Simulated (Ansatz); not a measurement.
# A barrier at the coupled-cluster level

Start structure (Si2H8O2, singlet), relaxed at PBE0-D4/def2-TZVP:

Si1  (-1.293, -0.238, -0.391)
Si2  (0.401, -1.318, 0.805)
H3  (-1.711, -1.055, -1.566)
H4  (-2.501, -0.066, 0.467)
O5  (-0.767, 1.259, -0.914)
H6  (2.075, 1.783, 0.584)
O7  (1.936, 1.215, -0.177)
H8  (1.553, -1.702, -0.043)
H9  (0.826, -0.541, 1.996)
H10  (-0.259, -2.567, 1.295)
H11  (-1.345, 1.742, -1.507)
H12  (1.086, 1.488, -0.549)
(Å)

The step: Si₂H₆O ([OH][SiH2][SiH3]) + H₂O → SiH₄O₂ ([OH][SiH2][OH]) + SiH₄; bonds formed: Si1–O7, Si2–H6; bonds broken: Si1–Si2, H6–O7. Program: Ansatz 0.2.0. Basis: def2-TZVPP and def2-QZVPP. Cores are frozen in the correlated methods. Extrapolation: Hartree–Fock as exp(−7.88 √X), correlation as X^−2.97. Energies below are by CCSD(T) at an estimated basis limit (MP2 extrapolated from triple and quadruple zeta, plus CCSD(T) − MP2 in triple zeta).

Q: What are the electronic barrier and the energy of the step, from the start structure to the end structure? (To be estimated.)

A: Computed: Barrier 40.21 kcal/mol; step energy -22.92 kcal/mol (downhill); reverse barrier, their difference, 63.13 kcal/mol. Barrier and step energy count from the start structure, the reverse barrier from the end structure.

The saddle point: One imaginary mode of 692i cm⁻¹.
| pair | start (Å) | saddle (Å) | end (Å) |
| --- | --- | --- | --- |
| Si1–O7 | 3.55 | 1.83 | 1.63 |
| Si2–H6 | 3.53 | 2.08 | 1.48 |
| Si1–Si2 | 2.34 | 2.76 | 3.97 |
| H6–O7 | 0.96 | 1.08 | 3.26 |

Zero-point energy (harmonic, PBE0-D4): ZPE is 50.36 kcal/mol at the start and 48.19 kcal/mol at the saddle, so the barrier goes from 40.21 to 38.04 kcal/mol.

No T1 diagnostic of these runs exceeds 0.013.

Labels in which every atom is bracketed show which atoms are joined, not bond orders.

For scale, one of the runs: CCSD(T)/def2-TZVPP, 258 basis functions, launched by `ansatz run in.yaml --threads 4 --pin off --events-out ev --progress --plain --max-ram 9574MiB`. The run took 2 min on 4 CPU threads of an Arm Neoverse V1 (shared host), with 5.7 GiB of host memory at its peak.
